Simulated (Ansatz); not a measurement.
C₂H₈S₂Si (`CS[SiH](C)S`) at its PBE0-D4/def2-TZVP geometry, where that method's forces vanish. Total charge 0; spin multiplicity 1.

```xyz
13

C     0.1677    1.5644    1.3623
S     1.5642    0.7376    0.5490
Si    0.5537   -0.8373   -0.4587
C    -0.7164   -0.2504   -1.6885
S    -0.5346   -2.0928    0.8979
H     0.5904    2.2686    2.0778
H    -0.4485    0.8403    1.8957
H    -0.4384    2.1128    0.6420
H     1.6560   -1.5852   -1.1142
H    -0.2440    0.3928   -2.4338
H    -1.5087    0.3167   -1.1950
H    -1.1743   -1.1004   -2.2004
H     0.5328   -2.3671    1.6659
```

Problem. What forces (eV/Å) does r2SCAN-D4/def2-TZVPP give on these atoms in Ansatz 0.2.0? (Estimate.)

Solution. Ansatz gave: 
```
C1  -0.150  0.102  0.098
S2   0.185 -0.034 -0.058
Si3  0.047 -0.020 -0.047
C4   0.001 -0.003 -0.009
S5  -0.058 -0.060  0.034
H6  -0.012 -0.015 -0.018
H7   0.011  0.019 -0.008
H8   0.007 -0.008  0.012
H9  -0.013  0.016 -0.001
H10 -0.023 -0.011  0.008
H11  0.007 -0.010 -0.019
H12 -0.004  0.024  0.003
H13  0.003 -0.001  0.004
```
